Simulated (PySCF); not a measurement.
Species: C4H9Si (doublet state).
Cartesian coordinates in Å at the GFN2-xTB level; atoms count from 1:
```xyz
14
C4H9Si angstrom
Si     1.8762    0.4243   -0.1674
C      0.1662   -0.2917   -0.6771
C     -0.8888    0.7304   -0.6360
C     -1.5491    0.1537    0.5603
C     -0.5757   -1.0349    0.4530
H      2.2845    1.3841   -1.1923
H      1.7286    1.0829    1.1300
H      2.8534   -0.6629   -0.0670
H      0.2820   -0.8439   -1.6152
H     -1.0758    1.6133   -1.2131
H     -2.6101   -0.0932    0.4489
H     -1.4457    0.7368    1.4836
H      0.0084   -1.2446    1.3477
H     -1.0549   -1.9547    0.1224
```

As a line formula: `[SiH3][C@@H]1[CH]CC1` [radical].

Computed, not measured: UKS B3LYP, pcH-1 on C H Si, non-relativistic, mean-field spin-orbit, GIAO in PySCF 2.14.0. Isolated species at its GFN2-xTB geometry, gas phase. A GFN2-xTB geometry isn't a minimum of the functional, and hyperfine couplings can be far from their values at a DFT geometry. The SCF solution wasn't tested for stability.

Problem. Match the computed a_iso(13C) values +90.7, -34.7, -32.2, +9.6 MHz with the sites C2; C3; C4; C5.

Solution. 
```
site  a_iso (MHz)  ρ(0) (bohr⁻³)                 position  distance from C3 (Å)  spin population  largest |T| (MHz)
  C2        -32.2        -0.0287           1 bond from C3                  1.47            -0.08                3.6
  C3        +90.7        +0.0808  largest spin population                  0.00            +0.97              153.8
  C4        -34.7        -0.0309           1 bond from C3                  1.48            -0.09                2.4
  C5         +9.6        +0.0085          2 bonds from C3                  2.10            +0.01                2.4
```

ρ(0) is the spin density at the nucleus and T the dipolar tensor; a_iso includes a spin–orbit part; entries for several nuclei are means. Largest spin populations (Mulliken): C3 (+0.97), C4 (-0.09), C2 (-0.08) and Si1 (+0.07). No atom but C3 exceeds +0.15. The angles at C3 add up to 359.9°, so it is planar; its axial dipolar tensor and the negative coupling of its proton fit spin in a p orbital normal to that plane.

Means are taken over nuclei equivalent by connectivity, which assumes that they swap fast. The three 1H nuclei of mean +6.0 MHz run from -3.5 to 24.8 MHz in the frozen geometry.

On Arm Neoverse V2, one thread, no GPU, shared host with 96 logical CPUs at a one-minute load of 63, this took 40 s of wall time (grids of density and orbitals included) and 0.88 GiB of memory at its peak.
